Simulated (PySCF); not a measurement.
## Co+: excitation energy

Co+ [Ar] 3d8 (3F) → Co+ [Ar] 3d7 4p1 (high-spin determinant), as a difference of total energies. Computed with PySCF 2.14 in ANO-RCC-VTZP (6s5p3d2f1g, 59 functions), with scalar relativity by spin-free X2C-1e. Correlated levels: valence: [Ar] frozen; valence and next inner shell: [Ne] frozen. The calculations carry no spin-orbit coupling.

| method | excitation energy (eV) |
| --- | --- |
| UHF | 3.817 |
| LDA | 5.930 |
| PBE | 5.658 |
| PBE0 | 5.436 |
| r2SCAN | 5.452 |
| wB97X | 6.013 |
| PBEsol | 5.715 |
| BHandHLYP | 5.236 |
| MP2 (valence) | 6.054 |
| SCS-MP2 (valence) | 6.063 |
| MP2 (valence and next inner shell) | 6.469 |
| SCS-MP2 (valence and next inner shell) | 6.288 |

Question: How much does correlation contribute at MP2 (valence and next inner shell)?

Answer: 6.469 − (3.817) = 2.652 eV, measured against UHF.

A first-order spin-orbit estimate (lowest level to lowest level, LS coupling) adds 0.013 eV.

The basis was made for the ground configuration and has no added diffuse functions, so the excitation energy can come out too high.

The determinant of the upper state mixes LS terms, which raises its energy above the lowest term, most at the Hartree-Fock and MP2 levels.
